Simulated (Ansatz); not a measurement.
Li₃Cl₃⁺, that is (LiCl)3 ring with one electron fewer. The state is a doublet with charge 1. Geometry PBE-D4/def2-SVP, that of the neutral singlet; atoms count from 1.

Cartesian coordinates in Å:
```
Li 1.553 -0.983 0.496
Cl -0.140 -1.675 1.676
Li -1.665 -0.360 0.848
Cl -1.936 1.225 -0.618
Li 0.112 1.344 -1.344
Cl 2.076 0.449 -1.057
```

Question: Estimate the Mulliken populations from the PBE0/def2-TZVP orbitals of Ansatz.

Answer: 
| atom | charge (e) | spin (α − β) |
| --- | --- | --- |
| Li1 | 0.78 | -0.02 |
| Cl2 | -0.46 | 0.33 |
| Li3 | 0.79 | 0.00 |
| Cl4 | -0.46 | 0.33 |
| Li5 | 0.78 | -0.02 |
| Cl6 | -0.43 | 0.38 |
Mulliken values depend strongly on the basis.

Question: Where does the spin sit?

Answer: Summed by element: Li -0.03, Cl 1.03, of 1 unpaired in all. Largest on single atoms: Cl6 0.38, Cl2 0.33, Cl4 0.33.
